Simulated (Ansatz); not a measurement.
Species: CH3Cl2In, SMILES `[CH3][In]([Cl])[Cl]` (charge 0, multiplicity 1).

Question: Give a relaxed geometry from Ansatz (a first-principles code) with PBE-D3(BJ)/def2-TZVP.

Answer: the end point of this relaxation (outside a Z-matrix the atoms follow the SMILES, hydrogens last).
Z-matrix (Å, degrees):
```
In
C 1 2.1464
H 2 1.0951 1 108.77
H 2 1.0953 3 111.12 1 119.67
H 2 1.0967 3 110.07 4 122.01
Cl 1 2.3458 2 124.31 3 153.82
Cl 1 2.3459 2 124.33 3 -26.39
```
